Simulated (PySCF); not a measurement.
# Predicted spectroscopic data

Method: geometry: GFN2-xTB, shielding tensors at PBE0/pcSseg-1 (GIAO), in PySCF 2.14.0 with density-fitted response routines (one computed conformer, no solvent, fast rotation and ring inversion assumed for equivalent nuclei, non-relativistic).

Shifts are taken against calculated references (same method and geometry level): ¹H (σref 31.72), ¹³C (σref 186.93) against TMS. Where no couplings were computed, multiplicities follow the n + 1 count of equivalent neighbours, and m marks all less simple cases (inequivalent or close neighbours, rings, F or P nearby). Shifts are as computed. Against solution values, carbons near 30 ppm lie about +3 ppm off and those near 130 ppm about +5 ppm. Of 1211 compounds with measured shifts, 218 miss one by over three times the rms of a fit or turn the order of signals round; such compounds aren't used in these exercises. OH and NH positions are gas-phase values without hydrogen bonding to other molecules.

Compound 1 (C7H12). ¹H NMR (400 MHz, computed): δ 2.11 (m, 2H), 1.60 (m, 4H), 1.17 (m, 4H), 1.09 (m, 2H). ¹³C{¹H} NMR (computed): δ 39.8 (CH), 39.8 (CH2), 32.5 (CH2). Structure: `C1C[C@H]2CC[C@@H]1C2`.

Compound 2 (C2H8O3Si3). ¹H NMR (400 MHz, computed): δ 5.51 (d, 1H), 5.15 (d, 1H), 5.07 (s, 3H), 2.52 (br s, 1H), 1.87 (s, 1H), 0.20 (br s, 1H). ¹³C{¹H} NMR (computed): δ 97.7 (CH), 92.3 (C). Structure: SMILES [Si@@](C#C)(O)(O[SiH3])[SiH2]O.

Compound 3 (C7H12N2). ¹H NMR (400 MHz, computed): δ 7.52 (m, 1H), 6.04 (m, 1H), 4.12 (sept, 1H), 2.36 (s, 3H), 1.52 (d, 6H). ¹³C{¹H} NMR (computed): δ 142.0 (CH), 139.0 (C), 110.0 (CH), 51.3 (CH), 25.4 (CH3), 13.1 (CH3). Structure: `Cc1ccnn1C(C)C`.
